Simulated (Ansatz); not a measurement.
Mulliken charges of CH4AlNO2, SMILES `[NH2][Al]([OH])[CH]=O` from ωB97M-V/def2-TZVPP in Ansatz (PBE0-D4/def2-TZVP geometry).

| atom | x (Å) | y (Å) | z (Å) | charge (e) |
| --- | --- | --- | --- | --- |
| N1 | 0.529 | 1.076 | 1.050 | -0.378 |
| Al2 | -0.111 | -0.321 | 0.195 | 0.610 |
| O3 | -0.667 | -1.754 | 0.903 | -0.388 |
| C4 | -0.162 | -0.145 | -1.806 | -0.042 |
| O5 | 0.244 | 0.895 | -2.279 | -0.274 |
| H6 | 0.841 | 1.896 | 0.554 | 0.128 |
| H7 | 0.642 | 1.198 | 2.042 | 0.097 |
| H8 | -0.693 | -1.959 | 1.834 | 0.153 |
| H9 | -0.535 | -0.931 | -2.509 | 0.094 |

Question: By hand: the dipole of these point charges (1 e Å = 4.8032 D).

Answer: Σ q r = (-0.055, -0.189, 0.386) e Å, of length 0.433 e Å = 2.08 D.

Question: How does the dipole of the full density compare? (Estimate.)

Answer: Ansatz gave: (-0.019, -0.137, 0.607) e Å, 2.99 D; the point charges give 0.70 times that, at 14° from its direction.

Point charges leave out the atoms' own dipoles, such as those of lone pairs, and Mulliken's split depends on the basis, so the two needn't agree.
